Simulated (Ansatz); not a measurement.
Run times for ZrO (SMILES [O][Zr])

The species is ZrO (2 atoms), meant as a singlet with charge 0. As SMILES, `[O][Zr]`. Geometry: the measured bond length.

```xyz
2

O     0.0000    0.0000    0.0000
Zr    0.0000    0.0000    1.7116
```

Program: Ansatz 0.2.0. Hardware: 1 thread of Arm Neoverse V1, shared host, so times are rough. Ansatz fits the integrals of SCF and DFT runs by default. Its times include its search for lower SCF states.

Estimate their order by wall time, quickest first.
A. energy at RPA@PBE/def2-TZVP (core potential), 1 core orbital frozen
B. energy at wB97M-V/def2-TZVP (core potential)
C. energy at HF/def2-TZVP (core potential)
D. energy at B3LYP/def2-TZVP (core potential)

C (1.2 s), D (3.9 s), A (12 s), B (44 s).
